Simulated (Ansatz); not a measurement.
C2H9FInP (`[CH3][In-]([CH3])([F])[PH3+]`) at its PBE0-D4/def2-TZVP geometry, where that method's forces vanish. The species carries charge 0 and has multiplicity 1. In: def2 effective core potential.

```json
{"atom": "C1", "x (Å)": "0.459", "y (Å)": "1.780", "z (Å)": "-1.473"}
{"atom": "In2", "x (Å)": "0.625", "y (Å)": "-0.015", "z (Å)": "-0.316"}
{"atom": "C3", "x (Å)": "1.798", "y (Å)": "-0.810", "z (Å)": "1.289"}
{"atom": "F4", "x (Å)": "-0.171", "y (Å)": "-1.545", "z (Å)": "-1.365"}
{"atom": "P5", "x (Å)": "-2.025", "y (Å)": "-0.491", "z (Å)": "0.522"}
{"atom": "H6", "x (Å)": "1.422", "y (Å)": "2.044", "z (Å)": "-1.912"}
{"atom": "H7", "x (Å)": "-0.262", "y (Å)": "1.615", "z (Å)": "-2.275"}
{"atom": "H8", "x (Å)": "0.124", "y (Å)": "2.612", "z (Å)": "-0.853"}
{"atom": "H9", "x (Å)": "1.546", "y (Å)": "-1.863", "z (Å)": "1.419"}
{"atom": "H10", "x (Å)": "2.862", "y (Å)": "-0.726", "z (Å)": "1.066"}
{"atom": "H11", "x (Å)": "1.597", "y (Å)": "-0.275", "z (Å)": "2.218"}
{"atom": "H12", "x (Å)": "-2.150", "y (Å)": "-1.855", "z (Å)": "0.846"}
{"atom": "H13", "x (Å)": "-2.857", "y (Å)": "-0.484", "z (Å)": "-0.615"}
{"atom": "H14", "x (Å)": "-2.968", "y (Å)": "0.012", "z (Å)": "1.450"}
```

For each bond, give half the difference of the two atoms' forces along it (eV/Å; positive pushes the atoms apart) under PBE-D4, r2SCAN-D4, B3LYP-D4, ωB97M-V in def2-TZVPP. (Best estimate.)

Ansatz gave: 
```tsv
bond	length (Å)	PBE-D4	r2SCAN-D4	B3LYP-D4	ωB97M-V
C1–In2	2.142	-0.03	0.03	0.12	-0.02
C1–H6	1.091	0.10	-0.03	-0.08	-0.04
C1–H7	1.090	0.08	-0.03	-0.09	-0.03
C1–H8	1.091	0.09	-0.02	-0.07	-0.04
In2–C3	2.142	-0.03	0.03	0.12	-0.02
In2–F4	2.018	0.38	0.06	0.21	0.01
In2–P5	2.819	-0.10	-0.02	0.16	0.17
C3–H9	1.090	0.08	-0.03	-0.09	-0.03
C3–H10	1.091	0.10	-0.03	-0.08	-0.04
C3–H11	1.091	0.09	-0.02	-0.08	-0.04
P5–H12	1.408	0.20	0.01	-0.06	-0.13
P5–H13	1.408	0.20	0.01	-0.06	-0.13
P5–H14	1.416	0.20	0.01	-0.09	-0.16
```

B3LYP here is the variant with VWN-RPA as its local correlation; programs differ in this.
